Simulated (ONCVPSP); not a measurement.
# Ge: one change to an ONCV potential, before and after

| Property | Result |
| --- | --- |
| Element | germanium (Ge) |
| Generator | ONCVPSP 4.0.1 |
| Type | optimised norm-conserving Vanderbilt (ONCV) |
| Functional | PBE |
| Relativity | scalar-relativistic |
| Frozen core | [Ne] |
| Valence charge | 22 |
| Reference configuration | 3s2 3p6 3d10 4s2 4p2 |
| Partial waves | 3s+4s: rc 1.25 bohr, ncon 4, nbas 7, qcut 12.4 1/bohr, 2 projectors; 3p+4p: rc 1.10 bohr, ncon 4, nbas 7, qcut 15.4 1/bohr, 2 projectors; 3d: rc 0.70 bohr, ncon 5, nbas 10, qcut 22.8 1/bohr, 2 projectors, debl 2.8 Ha |
| Local potential | polynomial inside 0.65 bohr (lpopt 2, dvloc0 -1 Ha) |
| Core correction | Teter function, fcfact 4, rcfact 1.8 |

Change: all radii but the core radius scaled by about 1.19 (s 1.48, p 1.30, d 0.84 bohr); local potential polynomial inside 0.78 bohr (lpopt 2, dvloc0 -1 Ha).

Cutoffs: the cutoffs (Ha) at which the residual kinetic energy of the hardest occupied pseudo-wave falls to 1 and 0.1 mHa per electron; they do not see the model core or the augmentation charge, which bear on the density cutoff. Errors are all-electron minus pseudo energies relative to the spin-unpolarised reference configuration.

Predict the effect on cutoff, ghosts and configuration errors.

The potential gets softer (207 Ha and 232 Ha → 177 Ha and 203 Ha); of the 4 tests that both files solve, the error grows in 3 and shrinks in 0 by more than 15 % and 0.3 meV (median size 0.9 → 1.7 meV); neither file shows a bound ghost. A larger radius leaves more room for a smooth pseudo-wave, so fewer plane waves are needed. More of the atom is replaced by a form fitted at one configuration, so other configurations suffer.

| quantity | base | changed |
| --- | --- | --- |
| cutoff, loose | 207 Ha | 177 Ha |
| cutoff, tight | 232 Ha | 203 Ha |
| loose cutoff by channel | s 38 Ha, p 63 Ha, d 207 Ha | s 24 Ha, p 57 Ha, d 177 Ha |
| bound ghosts | none | none |
| GHOST(+) flags under 300 eV | none | none |
| error for 3s2 3p6 3d10 4s2 4p1, meV [ΔE 7.44 eV] | -0.4 | -0.9 |
| error for 3s2 3p6 3d10 4s2 4p0, meV [ΔE 22.88 eV] | -1.4 | -2.6 |
| error for 3s2 3p6 3d10 4s1 4p0, meV [ΔE 57.68 eV] | -4.0 | -6.0 |
| error for 3s2 3p6 3d10 4s2 4p1.5, meV [ΔE 2.80 eV] | -0.1 | -0.3 |
| rms error of d²Exc/dni dnj with the model core, mHa | 2.66 | 2.79 |
